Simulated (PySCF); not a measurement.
C₃H₈BFO.
Numbering: `[BH2:1][O:2][C@@H:3]([F:4])[CH2:5][CH3:6]` (hydrogens: H7, H8 on B1; H9 on C3; H10, H11 on C5; H12, H13, H14 on C6)

Computed by this run: PBE0-D3(BJ)/def2-SVP geometry optimisation, gas phase in PySCF; density fitting, grid level 1; the optimiser is geomeTRIC in internal coordinates, started from a GFN2-xTB structure with every atom displaced at random (about 0.01 Å).

Geometry at step 0:
```
atom  x, y, z in Å
B1      2.1378   -0.8926    0.5270
O2      1.2377   -0.4720   -0.3965
C3      0.4967    0.7055   -0.3448
F4      1.1153    1.5842   -1.2451
C5     -0.9444    0.4672   -0.7282
C6     -1.6739   -0.3178    0.3540
H7      2.6641   -1.8816    0.2935
H8      2.3279   -0.2422    1.5028
H9      0.6086    1.2061    0.6671
H10    -1.4153    1.4452   -0.8511
H11    -0.9663   -0.0675   -1.6579
H12    -1.6656    0.2186    1.3074
H13    -1.2132   -1.2737    0.4997
H14    -2.7166   -0.4946    0.0644
```

**Question.** What forces act on the atoms?

**Answer.** 
```tsv
atom	Fx (eV/Å)	Fy (eV/Å)	Fz (eV/Å)
B1	-1.155	1.427	-0.382
O2	-0.196	-0.164	0.138
C3	1.168	1.105	0.020
F4	-0.728	-0.691	0.565
C5	0.291	0.228	1.289
C6	-0.322	0.732	-0.463
H7	0.817	-1.475	-0.294
H8	0.075	0.321	0.502
H9	-0.189	-0.517	-0.659
H10	-0.062	0.242	-0.206
H11	0.016	-0.363	-0.952
H12	-0.046	0.101	0.216
H13	0.440	-0.967	0.196
H14	-0.111	0.022	0.029
```

The largest, 1.87 eV/Å, acts on B1; the rms over all components is 0.628 eV/Å. The forces sum to zero within rounding, as they must for an isolated molecule in no field.

**Question.** Give the force on B1 in Eh/bohr and in nN.

**Answer.** 1.874 eV/Å ÷ 51.422 = 0.03645 Eh/bohr, and 1.874 eV/Å × 1.602 = 3.00 nN.

**Question.** How far is this geometry from the end of the optimisation?

**Answer.** 0.159 eV above it, and 0.105 Å rms away after alignment. The bonds farthest from their final lengths, with half the difference of the two atoms' forces along the bond (positive lengthens):

```tsv
bond	now (Å)	final (Å)	force along bond (eV/Å)
B1–H7	1.144	1.206	+1.70
C3–F4	1.402	1.361	-1.16
C5–H11	1.073	1.102	+1.12
C6–H13	1.071	1.100	+0.97
C3–H9	1.135	1.107	-0.73
B1–H8	1.188	1.213	+0.16
```

The angle farthest from its final value is B1–O2–C3, 126.2° against 122.9°.

Of the 6 listed bonds off by 0.010 Å or more, this force points towards the final length in 6.

What follows is the cost of the whole optimisation. Time: 34 s of wall time; peak memory 0.49 GiB. Hardware: Arm Neoverse V1, one thread, on a shared host.
